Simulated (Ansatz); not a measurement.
Li₉F₉ (started as a model of: (LiF)9 cage of four- and six-membered rings), relaxed as a singlet with RKS PBE-D4/def2-SVP in Ansatz, starting from the GFN2-xTB geometry. Force threshold 0.03 eV/Å.

Start:

```csv
atom,x (Å),y (Å),z (Å)
Li1,-2.289,-0.572,-0.592
F2,-2.194,0.829,0.483
Li3,-1.310,1.570,-0.883
F4,-1.620,0.285,-2.041
Li5,-0.399,-0.977,-1.966
F6,-1.194,-1.957,-0.700
Li7,-0.290,-2.081,0.740
F8,-0.824,-1.217,2.175
Li9,-1.203,0.461,1.820
F10,0.443,1.105,2.077
Li11,0.881,-0.605,2.186
F12,1.446,-1.686,0.904
Li13,1.147,1.791,0.683
F14,0.250,2.250,-0.793
F15,1.249,-0.545,-1.972
Li16,2.054,-0.760,-0.391
F17,2.447,0.933,-0.132
Li18,1.407,1.178,-1.595
```

| step | energy (eV) | largest force component (eV/Å) | SCF passes |
| --- | --- | --- | --- |
| 1 | -26279.7138 | 0.522 | 15 |
| 2 | -26279.9452 | 0.251 | 17 |
| 3 | -26280.0485 | 0.062 | 17 |
| 4 | -26280.0503 | 0.009 | 17 |

Force components are those of the run's own axes.

End:

```xyz
18

Li   -2.3359   -0.5738   -0.6246
F    -2.2247    0.8447    0.4854
Li   -1.3987    1.6533   -0.9427
F    -1.6728    0.2825   -2.0869
Li   -0.4349   -1.0333   -2.0788
F    -1.2106   -1.9820   -0.7101
Li   -0.3034   -2.2024    0.7978
F    -0.8342   -1.2441    2.2342
Li   -1.2670    0.4838    1.9338
F     0.4485    1.1172    2.1094
Li    0.8791   -0.6307    2.2370
F     1.4628   -1.7101    0.9137
Li    1.2199    1.8926    0.7132
F     0.2548    2.2790   -0.8014
F     1.2692   -0.5486   -1.9973
Li    2.1838   -0.7942   -0.4230
F     2.5071    0.9615   -0.1468
Li    1.4569    1.2047   -1.6128
```

By distances, no bond broke or formed. The bond that changes most is Li5–F15, from 1.70 to 1.77 Å (atoms count from 1).

No frequencies were taken in this run, so the end may be a saddle point.

It took 17 s on 4 threads of Arm Neoverse V1 on a shared host.
